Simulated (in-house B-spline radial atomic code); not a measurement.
Configurations of Xe2+, with energies counted from [Kr] 4d10 5s2 5p4. Level of theory: scalar-relativistic (X2C) CAM-B3LYP, spin-polarised, spherical fractional occupations, Fermi nucleus of rms radius 4.7859 fm; calculated with a radial B-spline atomic code at the basis-set limit. Shells without spins written out take the highest spin.

Caution: exact exchange at fractional occupations of open shells leaves self-interaction of up to several eV.

Occupations are held fixed; configurations that lie above the ionisation limit could autoionise.

| configuration | E - E(ref) (eV) | highest orbital | its <r> (bohr) |
| --- | --- | --- | --- |
| [Kr] 4d10 5s2 5p(2 up, 2 down) | 2.6056 | 5p up | 2.104 |
| [Kr] 4d10 5s2 5p(3 up, 0 down) 6s(0 up, 1 down) | 13.279 | 6s down | 4.12 |
| [Ar] 3d10 4s2 4p(3 up, 2 down) 4d10 5s2 5p(1 up, 3 down) 6s(0 up, 1 down) | 162.26 | 6s down | 3.935 |
| [Ar] 3d10 4s2 4p5 4d10 5s2 5p4 6d1 | 170.51 | 6d up | 6.615 |
| [Ar] 3d9 4s2 4p6 4d10 5s2 5p4 6d1 | 701.09 | 6d up | 6.58 |
| [Ar] 3d9 4s2 4p6 4d10 5s2 5p4 5f1 | 702.42 | 5f up | 6.63 |
| [Ar] 3d9 4s2 4p6 4d10 5s2 5p4 6f1 | 704.58 | 6f up | 11.17 |

**Question.** Order these further configurations by energy, lowest first.
A. [Ar] 3d10 4s2 4p(3 up, 2 down) 4d10 5s2 5p(1 up, 3 down) 6f(1 up, 0 down)
B. [Kr] 4d9 5s2 5p4 6d1
C. [Ar] 3d10 4s2 4p5 4d10 5s2 5p4 6f1
D. [Ar] 3d9 4s2 4p6 4d10 5s2 5p4 5d1
E. [Kr] 4d10 5s(1 up, 0 down) 5p(3 up, 1 down) 6p(0 up, 1 down)

**Answer.** E (32.459 eV), B (86.027 eV), C (173.98 eV), A (174.32 eV), D (692.75 eV).

**Question.** How far above the reference does [Kr] 4d9 5s2 5p4 6s1 lie?

**Answer.** 77.422 eV; its least bound orbital is 6s up with <r> = 3.933 bohr.

**Question.** How far above the reference does [Kr] 4d10 4f1 5s2 5p3 lie?

**Answer.** 19.968 eV; its least bound orbital is 4f up with <r> = 3.54 bohr.

**Question.** How far above the reference does [Ar] 3d9 4s2 4p6 4d10 5s2 5p5 lie?

**Answer.** 675.61 eV; its least bound orbital is 5p down with <r> = 2.021 bohr.
